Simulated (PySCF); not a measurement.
Predicted microwave data (PySCF 2.14.0, PBE0-D3(BJ)/def2-SVP geometry optimisation, gas phase) for one isomer of C5H8O2:

```
Rotational constants : A = 5308, B = 1694, C = 1305 MHz
Dipole components    : |μa| = 1.13 D, |μb| = 3.07 D, |μc| = 0.03 D
Inertial defect      : -6.27 u·Å²
κ                    : -0.81
```

Question: Which structure is it? (One computed conformer of each.)
A. `[CH2:1]=[C:2]([O:3][CH3:4])[C:5]([CH3:6])=[O:7]` with C1–C2–O3–C4 0°, C1–C2–C5–C6 179°
B. `[O:1]=[C:2]1[CH2:3][CH2:4][CH2:5][CH2:6][O:7]1` with O1–C2–C3–C4 -162°, C2–C3–C4–C5 -45°, C3–C4–C5–C6 59°, C4–C5–C6–O7 -52° (delta-valerolactone)
C. `[CH3:1][C:2](=[O:3])/[CH:4]=[C:5](\[CH3:6])[OH:7]` with C1–C2–C4–C5 -179°, C4–C5–O7–H 0°

Answer: C. It is CC(=O)/C=C(\C)O, an asymmetric top. The candidates at the same level (rigid rotor, commonest isotopes):

| SMILES | A (MHz) | B (MHz) | C (MHz) | μa (D) | μb (D) | μc (D) | Δ (u·Å²) | point group | rotor |
| --- | --- | --- | --- | --- | --- | --- | --- | --- | --- |
| C=C(OC)C(C)=O | 4662 | 2041 | 1445 | 3.22 | 1.29 | 0.04 | -6.37 | Cs | asymmetric top |
| O=C1CCCCO1 | 4707 | 2571 | 1780 | 4.52 | 1.04 | 0.01 | -20.01 | C1 | asymmetric top |
| CC(=O)/C=C(\C)O | 5308 | 1694 | 1305 | 1.13 | 3.07 | 0.03 | -6.27 | – | asymmetric top |

`C=C(OC)C(C)=O` has B 20 % too high; `O=C1CCCCO1` has B 52 % too high. No structure here is proved a minimum.
